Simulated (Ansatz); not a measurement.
# Molecular dynamics of C$_{2}$H$_{6}$LiS, charge +1

Input:

```yaml
crystal:
  periodic: [false, false, false]
  atoms:
    - { symbol: Li, position_ang: [0.092851, 0.064201, -2.773379] }
    - { symbol: C, position_ang: [1.412476, -0.065938, 0.33435] }
    - { symbol: S, position_ang: [-0.005344, -0.691853, -0.672269] }
    - { symbol: C, position_ang: [-1.431942, 0.046789, 0.241273] }
    - { symbol: H, position_ang: [1.403407, 1.032792, 0.399047] }
    - { symbol: H, position_ang: [2.34426, -0.409858, -0.140407] }
    - { symbol: H, position_ang: [1.332789, -0.502634, 1.343728] }
    - { symbol: H, position_ang: [-1.331731, 1.139765, 0.323094] }
    - { symbol: H, position_ang: [-2.353979, -0.209473, -0.302705] }
    - { symbol: H, position_ang: [-1.462786, -0.403891, 1.247267] }
total_charge: 1
basis:
  gaussian: { orbitals: STO-3G }
hamiltonian:
  xc: b3lyp
md:
  timestep: 0.25
  n_steps: 327
  ensemble: nve
  temperature: 200.0
  initial_velocities: maxwell_boltzmann
  seed: 912841
```

Launched with:

```bash
$ ansatz run input.yaml --threads 1 --pin off --max-ram 2048MiB --backend cpu --events-out ev --progress --plain --runs-dir out
```

It starts from a relaxed structure.

Output, in part (step lines, the closing report, with atoms numbered from 0):

```
md step     0: t =     0.00 fs  T =   200.0 K  F+E_penalty+E_count = -13060.40839730 eV  E_kin = 0.206816 eV  conserved = -13060.20158130 eV  (19 SCF iters)
md step     1: t =     0.25 fs  T =   198.0 K  F+E_penalty+E_count = -13060.40630151 eV  E_kin = 0.204738 eV  conserved = -13060.20156329 eV  (20 SCF iters)
md step     2: t =     0.50 fs  T =   192.1 K  F+E_penalty+E_count = -13060.40015262 eV  E_kin = 0.198626 eV  conserved = -13060.20152622 eV  (20 SCF iters)
md step     3: t =     0.75 fs  T =   182.8 K  F+E_penalty+E_count = -13060.39051335 eV  E_kin = 0.189039 eV  conserved = -13060.20147475 eV  (20 SCF iters)
md step     4: t =     1.00 fs  T =   170.9 K  F+E_penalty+E_count = -13060.37818072 eV  E_kin = 0.176767 eV  conserved = -13060.20141419 eV  (20 SCF iters)
md step     5: t =     1.25 fs  T =   157.4 K  F+E_penalty+E_count = -13060.36410272 eV  E_kin = 0.162753 eV  conserved = -13060.20134987 eV  (20 SCF iters)
md step     6: t =     1.50 fs  T =   143.1 K  F+E_penalty+E_count = -13060.34929298 eV  E_kin = 0.148006 eV  conserved = -13060.20128664 eV  (20 SCF iters)
md step     7: t =     1.75 fs  T =   129.1 K  F+E_penalty+E_count = -13060.33475091 eV  E_kin = 0.133522 eV  conserved = -13060.20122923 eV  (19 SCF iters)
[... lines left out ...]
md step   324: t =    81.00 fs  T =   132.0 K  F+E_penalty+E_count = -13060.33807659 eV  E_kin = 0.136522 eV  conserved = -13060.20155458 eV  (19 SCF iters)
md step   325: t =    81.25 fs  T =   128.9 K  F+E_penalty+E_count = -13060.33477429 eV  E_kin = 0.133243 eV  conserved = -13060.20153094 eV  (20 SCF iters)
md step   326: t =    81.50 fs  T =   122.4 K  F+E_penalty+E_count = -13060.32800961 eV  E_kin = 0.126522 eV  conserved = -13060.20148783 eV  (20 SCF iters)
md step   327: t =    81.75 fs  T =   113.2 K  F+E_penalty+E_count = -13060.31844159 eV  E_kin = 0.117011 eV  conserved = -13060.20143097 eV  (22 SCF iters)
Total energy: -13060.31869770 eV, -479.9578595385 hartree
Atom 0 at     0.115324     0.045001    -2.703737 Å, force     0.024749     0.137037    -0.506740 eV/Å
Atom 1 at     1.431795    -0.088541     0.320346 Å, force     0.897789    -0.209424     0.344406 eV/Å
Atom 2 at    -0.010661    -0.669719    -0.676245 Å, force     0.175847    -0.085082     0.685977 eV/Å
Atom 3 at    -1.455549     0.038252     0.237720 Å, force    -0.359362     0.087087    -0.441323 eV/Å
Atom 4 at     1.480378     1.017788     0.462429 Å, force    -0.227001    -0.580783    -0.170751 eV/Å
Atom 5 at     2.356894    -0.443012    -0.201136 Å, force    -0.561799     0.302583     0.236058 eV/Å
Atom 6 at     1.397961    -0.602972     1.311680 Å, force    -0.118305     0.341466    -0.423011 eV/Å
Atom 7 at    -1.503029     1.132275     0.062685 Å, force    -0.094973    -0.310833     0.326954 eV/Å
Atom 8 at    -2.335165    -0.455790    -0.233785 Å, force     0.172635     0.286727     0.449038 eV/Å
Atom 9 at    -1.399609    -0.202339     1.324345 Å, force     0.090420     0.031222    -0.500608 eV/Å
Dipole moment:     0.072740     0.344592    -1.301552 e Å
```

The steps, from the saved trajectory:

| time (fs) | T (K) | potential energy less start (eV) | conserved less start (meV/atom) |
| --- | --- | --- | --- |
| 0.0 | 200 | 0.000 | 0.00 |
| 2.5 | 97 | 0.107 | 0.05 |
| 5.0 | 115 | 0.088 | 0.01 |
| 7.5 | 54 | 0.152 | 0.05 |
| 10.0 | 151 | 0.051 | 0.00 |
| 12.5 | 83 | 0.122 | 0.04 |
| 15.0 | 128 | 0.074 | 0.01 |
| 17.5 | 71 | 0.134 | 0.05 |
| 20.0 | 139 | 0.063 | 0.01 |
| 22.5 | 58 | 0.147 | 0.04 |
| 25.0 | 99 | 0.105 | 0.01 |
| 27.5 | 71 | 0.134 | 0.05 |
| 30.0 | 163 | 0.039 | 0.01 |
| 32.5 | 98 | 0.106 | 0.04 |
| 35.0 | 103 | 0.100 | 0.01 |
| 37.5 | 42 | 0.164 | 0.04 |
| 40.0 | 112 | 0.091 | 0.01 |
| 42.5 | 82 | 0.122 | 0.04 |
| 45.0 | 111 | 0.092 | 0.02 |
| 47.5 | 74 | 0.131 | 0.04 |
| 50.0 | 109 | 0.094 | 0.02 |
| 52.5 | 68 | 0.137 | 0.04 |
| 55.0 | 85 | 0.119 | 0.02 |
| 57.5 | 79 | 0.126 | 0.03 |
| 60.0 | 140 | 0.063 | 0.01 |
| 62.5 | 114 | 0.090 | 0.03 |
| 65.0 | 108 | 0.096 | 0.02 |
| 67.5 | 71 | 0.134 | 0.03 |
| 70.0 | 107 | 0.096 | 0.02 |
| 72.5 | 91 | 0.113 | 0.03 |
| 75.0 | 105 | 0.099 | 0.02 |
| 77.5 | 83 | 0.121 | 0.03 |
| 80.0 | 110 | 0.093 | 0.02 |

All steps were run. The conserved energy stayed within 0.053 meV per atom of its start (net change 0.015 meV per atom), so the integration is sound. The temperature averaged 0.48 of the 200 K drawn at the start: a run that starts near a minimum puts about half its kinetic energy into the potential. A run of 0.082 ps of so small a system gives no equilibrium averages. Limits of this set-up: minimal basis, the dipole of an ion depends on the origin.

The same pairs are bonded in the first frame and the last. Pairs count as bonded within 1.25 times the sum of covalent radii (0.12 Å more for H–H).

Last frame:

```xyz
10
Properties=species:S:1:pos:R:3
Li 0.115 0.045 -2.704
C 1.432 -0.088 0.320
S -0.011 -0.670 -0.676
C -1.456 0.038 0.238
H 1.480 1.018 0.462
H 2.357 -0.443 -0.201
H 1.398 -0.603 1.312
H -1.503 1.132 0.063
H -2.335 -0.456 -0.234
H -1.400 -0.202 1.324
```

The run took 23 min on 1 thread of AMD EPYC (Zen 3) (shared host), peak memory 0.1 GiB.
